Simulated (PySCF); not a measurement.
Compound: ethyl propionate, C₅H₁₀O₂.
Geometry (GFN2-xTB, Å), atoms numbered from 1 in this order:
```
atom  x, y, z in Å
C1    -2.6599    0.5742    0.0732
C2    -1.7834   -0.0990   -0.9732
O3    -0.4637    0.4487   -0.9732
C4     0.4045   -0.0481   -0.0817
O5     0.1460   -0.9348    0.6867
C6     1.7405    0.6516   -0.2013
C7     2.6741    0.2870    0.9442
H8    -2.6856    1.6487   -0.0931
H9    -2.2660    0.3785    1.0678
H10   -3.6706    0.1812    0.0120
H11   -1.7206   -1.1748   -0.7794
H12   -2.1652    0.0772   -1.9810
H13    2.1782    0.3614   -1.1595
H14    1.5584    1.7270   -0.2396
H15    2.2401    0.5856    1.8949
H16    3.6325    0.7848    0.8230
H17    2.8337   -0.7876    0.9704
```

The closed-shell SCF was solved with PySCF and density fitting under several settings on one GFN2-xTB geometry (grid level 2 and gas phase unless stated).

```json
{"settings": "CAM-B3LYP/MINI", "basis functions": "45", "SCF cycles": "13", "E (Eh)": "-344.0929", "HOMO (eV)": "-10.14", "LUMO (eV)": "0.62", "dipole (D)": "1.37"}
{"settings": "KT2/def2-SVPD, energy threshold 1e-07 Eh, start guess sap", "basis functions": "226", "SCF cycles": "13", "E (Eh)": "-352.3506", "HOMO (eV)": "-6.54", "LUMO (eV)": "-0.77", "dipole (D)": "1.70"}
```

Question: Estimate the row for these settings: PBE0/IGLO-II, IEF-PCM chloroform.

Answer: 
```json
{"settings": "PBE0/IGLO-II, IEF-PCM chloroform", "basis functions": "214", "SCF cycles": "14", "E (Eh)": "-346.7181", "HOMO (eV)": "-8.05", "LUMO (eV)": "0.40", "dipole (D)": "2.13"}
```

Question: Over all rows, what range does the HOMO–LUMO gap span?

Answer: From 5.77 eV (KT2/def2-SVPD, energy threshold 1e-07 Eh, start guess sap) to 10.76 eV (CAM-B3LYP/MINI). The functional of the narrowest has no exact exchange, that of the widest range-separated exact exchange.

Question: And the dipole moment?

Answer: From 1.37 D (CAM-B3LYP/MINI) to 2.13 D (PBE0/IGLO-II, IEF-PCM chloroform); the largest is 1.55 times the smallest, and the median is 1.70 D.

Whole jobs, the steps after the SCF included, on an Intel Xeon at 2.70 GHz with one thread, on a shared host:

| settings | work after the SCF | wall time | peak memory |
| --- | --- | --- | --- |
| CAM-B3LYP/MINI | spin–spin couplings from 15 perturbed nuclei, spin–dipole term left out | 12 s | 0.50 GiB |
| KT2/def2-SVPD, energy threshold 1e-07 Eh, start guess sap | 25 singlets by TDA, 2 Tamm–Dancoff triplets, polarisability, density and orbital grids written | 95 s | 0.64 GiB |
| PBE0/IGLO-II, IEF-PCM chloroform | 3 singlets by TDA, 2 Tamm–Dancoff triplets, polarisability | 48 s | 0.97 GiB |

Cycle counts include a coarse-grid stage where the run had one. KT2 was designed for NMR shieldings or shifts; total energies of different functionals aren't comparable. The structure is a single GFN2-xTB conformer; no vibrational corrections.
